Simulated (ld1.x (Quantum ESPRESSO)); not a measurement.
**Gd: variants of one TM semilocal potential**

Base potential:

ld1.x (Quantum ESPRESSO) 7.5 input, shortened:

```
&input
   title='Gd', zed=64., rel=1, dft='PZ', iswitch=3,
   config='[Xe] 4f6.5 5d1.5 6s2 6p0'
 /
 &inputp
   pseudotype=1, tm=.true., lloc=2,
   nlcc=.true., new_core_ps=.true.
 /
4
5S  1  0   2.00   0.00  1.40  1.40  0.0
5P  2  1   6.00   0.00  1.95  1.95  0.0
4F  4  3   6.50   0.00  1.25  1.25  0.0
5D  3  2   1.50   0.00  3.35  3.35  0.0
 &test
   configts(1)='4f6.5 5s2 5p6 5d1.5 6s2 6p0'
 /
```

Occupied shells without a wave of their own: 6s. They enter only through the test configuration that unscreens the potential, and ld1.x also counts them in the model core charge.

Cutoffs, loose and tight: the cutoffs (Ry, on a coarse ladder) from which the occupation-weighted sum of valence levels, in a spherical-Bessel basis at the reference potential, stays within 10 and 1 mRy of its value at 400 Ry. They do not see the model core or the augmentation charge, which bear on the density cutoff. Test errors are all-electron minus pseudo excitation energies from the reference, over the configurations 4f7 5s2 5p6 5d1 6s2 6p0; 4f7 5s2 5p6 5d1 6s1 6p0; 4f7 5s2 5p6 5d1 6s0 6p0; 4f8 5s2 5p6 5d1 6s0 6p0; 4f7 5s2 5p6 5d1.5 6s1.5 6p0; 4f6 5s2 5p6 5d1 6s2 6p0; 4f7 5s2 5p6 5d1 6s0 6p2 (two spin-polarised tests are not counted in the largest error). A dash means not determined; rows that change the core or the reference have their own tests. The largest error is taken over the tests solved by every variant that gives reliable tests at all: 4f6 5s2 5p6 5d1 6s2 6p0; 4f7 5s2 5p6 5d1 6s0 6p0; 4f7 5s2 5p6 5d1 6s1 6p0; 4f7 5s2 5p6 5d1 6s2 6p0; 4f7 5s2 5p6 5d1.5 6s1.5 6p0; 4f8 5s2 5p6 5d1 6s0 6p0.

With those shells counted twice in exchange and correlation these files are broken, and their errors move erratically; no question is asked of them.

A semilocal file is local in each channel, so a ghost entry of none says nothing of the separable form that plane-wave codes build from it.

The default core radius of the base comes out at 0.84 bohr.

```tsv
change	outcome	cutoff, loose	cutoff, tight	bound ghosts	largest test error (meV)
base	generated	260 Ry	over 300 Ry	none	-849
wave 5d (bound): rc 3.35 bohr becomes 5d (bound): rc 2.42 bohr	generated	260 Ry	over 300 Ry	none	-840
functional PBE	generated	260 Ry	over 300 Ry	none	-818
wave 5s (bound): rc 1.40 bohr becomes 5s (bound): rc 1.12 bohr	generated	260 Ry	over 300 Ry	none	-896
wave 4f (bound): rc 1.25 bohr becomes 4f (bound): rc 1.92 bohr	generated	140 Ry	200 Ry	none	-732
all radii but the core radius scaled by about 1.12 (s 1.58, p 2.18, d 3.76, f 1.40 bohr)	generated	200 Ry	300 Ry	none	-1070
reference 4f7 5s2 5p6 5d0 6s0 6p0	generated	260 Ry	over 300 Ry	none	+173
core correction Bessel-smoothed model core inside 1.12 bohr	generated	260 Ry	over 300 Ry	none	-846
```
